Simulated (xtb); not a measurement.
CH₂Cl₆Si₂, charge -1, doublet, geometry from GFN2-xTB (a state made from the parent by changing its charge; the spin is typed, not shown lowest). Base run: GFN2-xTB run with xtb.

The xtb input:
```
$ xtb mol.xyz --gfn 2 --chrg -1 --uhf 1 --json

# file mol.xyz
11

Cl     3.08799008    -0.39677225    -1.26569421
Si     1.47398113     0.29321702    -0.19461162
Cl     2.17933231     0.66766398     1.66884890
Cl     0.97661910     2.06905610    -1.02181231
C      0.10544345    -0.99510331    -0.21573527
Si    -1.63560367    -0.25343323     0.20330251
Cl    -2.05187644     0.25737694    -1.98728099
Cl    -1.20310332    -0.20377725     2.43948372
Cl    -2.91612256    -1.88424425     0.27626352
H      0.33616261    -1.78103735     0.50587682
H      0.05562643    -1.46347131    -1.19988467
```

The base run was repeated with changes; each row names its change, and settings that it needs were set with it.

| change | ΔE vs base (mEh) | G_solv (kcal/mol) | SCF cycles |
|---|---|---|---|
| base | 0.000 | - | 18 |
| acc = 30 | 0.001 | - | 13 |
| alpb = hexane | -49.067 | -31.09 | 19 |
| etemp = 10000 | -53.953 | - | 19 |
| alpb = acetonitrile | -70.908 | -45.13 | 19 |
| etemp = 3000 | -0.390 | - | 19 |
| etemp = 1000 | 0.000 | - | 18 |
| alpb = acetone | -69.643 | -44.14 | 19 |

ALPB and GBSA are two models with their own fitted parameters for each solvent, which aren't always the measured dielectric constant.
